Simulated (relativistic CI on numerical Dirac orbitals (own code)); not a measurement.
## Electric-dipole lines of Ar+

Method of calculation: Dirac-Coulomb-Breit CI, separate exchange-only KLI orbitals for each configuration, QED by a radiative potential, valence Slater integrals scaled by 0.85, P86 correlation energy added to each configuration (own radial code, finite nucleus).

CI space (outside the closed core [Ne]): 3s²3p⁵, 3s3p⁶, 3s²3p⁴3d, 3s²3p⁴4s, 3s²3p⁴4p, 3s3p⁵3d, 3s²3p⁴5s, 3s²3p⁴4d, 3s²3p⁴5p, 3s²3p⁴4f, 3s²3p⁴6s, 3s²3p⁴5d, 3s²3p⁴6p, 3s²3p⁴5f, 3s²3p⁴5g, 3s²3p⁴6d, 3s²3p³4s4p, 3s²3p³3d4p, 3s3p⁵4s, 3s²3p³3d², 3s²3p²3d³, 3s²3p²3d²4s, 3s²3p²3d²4p, 3s3p³3d³, 3s²3p²3d²5s, 3s²3p³4s², 3s²3p²3d4s², 3s²3p²4s²4p, 3s3p³3d4s², 3s²3p²4s²5s, 3s²3p³3d4s, 3s²3p²3d4s4p, 3s3p³3d²4s, 3s²3p²3d4s5s, 3p⁵3d², 3p⁴3d³, 3p⁴3d²4s, 3p⁴3d²4p, 3p⁴3d²5s, 3s²3p³4p², 3s²3p²3d4p², 3s²3p²4s4p², 3s²3p²4p³, 3s3p³3d4p², 3s²3p²4p²5s. Double excitations out of closed p, d and f shells are left out; levels of such configurations are missing from the list, as are those of other unlisted configurations, and high levels can miss mixing partners. These lack a partner that the ground configuration has and come out too high: 3s²3p⁴4d, 3s²3p⁴5p, 3s²3p⁴4f, 3s²3p⁴6s, 3s²3p⁴5d.

| λ vac (nm) | Lower | Upper | A (s⁻¹) | log gf | S velocity/length |
| --- | --- | --- | --- | --- | --- |
| 69.793 | 3s²3p⁵ ²P°3/2 [1] | 3s²3p⁴4s ²P1/2 [12] | 1.25e+09 | -0.74 | 0.77 |
| 70.290 | 3s²3p⁵ ²P°3/2 [1] | 3s²3p⁴4s ²P3/2 [11] | 2.94e+09 | -0.06 | 0.77 |
| 70.489 | 3s²3p⁵ ²P°1/2 [2] | 3s²3p⁴4s ²P1/2 [12] | 2.24e+09 | -0.48 | 0.77 |
| 70.996 | 3s²3p⁵ ²P°1/2 [2] | 3s²3p⁴4s ²P3/2 [11] | 4.84e+08 | -0.83 | 0.77 |
| 71.729 | 3s²3p⁵ ²P°3/2 [1] | 3s²3p⁴4s ⁴P3/2 [5] | 6.27e+07 | -1.71 | 0.77 |
| 72.189 | 3s²3p⁵ ²P°1/2 [2] | 3s²3p⁴4s ⁴P1/2 [6] | 1.50e+07 | -2.63 | 0.77 |
| 394.40 | 3s²3p⁴4s ⁴P5/2 [4] | 3s²3p⁴4p ²P°3/2 [40] | 2.33e+06 | -1.66 | 0.97 |
| 408.04 | 3s²3p⁴4s ⁴P3/2 [5] | 3s²3p⁴4p ²P°3/2 [40] | 2.94e+06 | -1.53 | 0.89 |
| 409.69 | 3s²3p⁴4s ⁴P5/2 [4] | 3s²3p⁴4p ²D°3/2 [38] | 7.63e+05 | -2.11 | 0.80 |
| 417.01 | 3s²3p⁴4s ⁴P1/2 [6] | 3s²3p⁴4p ²P°3/2 [40] | 3.35e+05 | -2.46 | 1.05 |
| 421.12 | 3s²3p⁴4s ⁴P5/2 [4] | 3s²3p⁴4p ²D°5/2 [37] | 3.82e+06 | -1.22 | 0.72 |
| 424.44 | 3s²3p⁴4s ⁴P3/2 [5] | 3s²3p⁴4p ²D°3/2 [38] | 1.06e+06 | -1.94 | 0.70 |
| 430.32 | 3s²3p⁴4s ⁴P5/2 [4] | 3s²3p⁴4p ⁴D°3/2 [35] | 1.46e+06 | -1.79 | 0.63 |
| 434.14 | 3s²3p⁴4s ⁴P1/2 [6] | 3s²3p⁴4p ²D°3/2 [38] | 2.73e+06 | -1.51 | 0.79 |
| 436.71 | 3s²3p⁴4s ⁴P3/2 [5] | 3s²3p⁴4p ²D°5/2 [37] | 1.25e+07 | -0.67 | 0.78 |
| 439.93 | 3s²3p⁴4s ⁴P5/2 [4] | 3s²3p⁴4p ⁴D°5/2 [32] | 1.76e+07 | -0.51 | 0.75 |
| 441.34 | 3s²3p⁴4s ⁴P3/2 [5] | 3s²3p⁴4p ⁴D°1/2 [36] | 1.40e+07 | -1.09 | 0.75 |
| 446.62 | 3s²3p⁴4s ⁴P3/2 [5] | 3s²3p⁴4p ⁴D°3/2 [35] | 5.56e+07 | -0.18 | 0.78 |
| 448.51 | 3s²3p⁴4s ⁴P5/2 [4] | 3s²3p⁴4p ⁴D°7/2 [31] | 1.17e+08 | 0.45 | 0.79 |
| 451.84 | 3s²3p⁴4s ⁴P1/2 [6] | 3s²3p⁴4p ⁴D°1/2 [36] | 1.03e+08 | -0.20 | 0.79 |
| 456.98 | 3s²3p⁴4s ⁴P3/2 [5] | 3s²3p⁴4p ⁴D°5/2 [32] | 8.13e+07 | 0.18 | 0.80 |
| 457.38 | 3s²3p⁴4s ⁴P1/2 [6] | 3s²3p⁴4p ⁴D°3/2 [35] | 5.44e+07 | -0.17 | 0.80 |
| 489.06 | 3s²3p⁴4s ⁴P5/2 [4] | 3s²3p⁴4p ⁴P°3/2 [28] | 5.39e+07 | -0.11 | 0.94 |
| 496.68 | 3s²3p⁴4s ⁴P5/2 [4] | 3s²3p⁴4p ⁴P°5/2 [27] | 7.66e+07 | 0.23 | 0.91 |
| 498.91 | 3s²3p⁴4s ²P3/2 [11] | 3s²3p⁴4p ²D°5/2 [37] | 7.89e+07 | 0.25 | 0.86 |
| 500.99 | 3s²3p⁴4s ⁴P3/2 [5] | 3s²3p⁴4p ⁴P°1/2 [29] | 7.71e+07 | -0.24 | 0.93 |
| 510.22 | 3s²3p⁴4s ⁴P3/2 [5] | 3s²3p⁴4p ⁴P°3/2 [28] | 1.45e+07 | -0.64 | 0.86 |
| 514.57 | 3s²3p⁴4s ⁴P1/2 [6] | 3s²3p⁴4p ⁴P°1/2 [29] | 8.52e+06 | -1.17 | 0.99 |
| 518.51 | 3s²3p⁴4s ⁴P3/2 [5] | 3s²3p⁴4p ⁴P°5/2 [27] | 1.40e+07 | -0.47 | 0.98 |
| 524.31 | 3s²3p⁴4s ⁴P1/2 [6] | 3s²3p⁴4p ⁴P°3/2 [28] | 2.08e+07 | -0.46 | 0.94 |

Terms are leading LS components. Brackets give the number of a level in order of energy, since labels repeat. The list gives strong lines, with weight on those to low levels, among the lowest 226 of 6806 levels, so that lines to higher ones, which can be the strongest, are missing, and without lines across small gaps between configurations, and without 254 lines that miss the measured interval by over 3.5 %, start from a term whose rates miss tabulated ones by over 60 %, have gauges far apart or, lacking measured levels, span too small a gap for the errors found; lines with a level outside our table were not tested and can miss by more. Levels whose partners in the same complex of configurations lie outside the list can be far off, and so can their lines. Rates are taken at the computed energies, electric ones in the length gauge. A velocity-to-length ratio far from 1 marks an uncertain rate.

For a near-neutral ion this model can misplace configurations by up to about 10,000 cm⁻¹ (more where the count of f electrons changes) and terms by 10 to 25 % of their spread. Rates follow the energies as ν³ (E1, M1) or ν⁵ (E2), so they and the lifetimes can be off by large factors. The fine structure of a lone outer electron comes out too small, for d and f at times inverted, and misplaced configurations move strength between like terms. 34 of the 34 excited levels that our extract of the measured tables holds in this range could be paired (the sources list more); they are missed by 5169 cm⁻¹ on average and 12432 at most, and levels without a partner can miss by more.
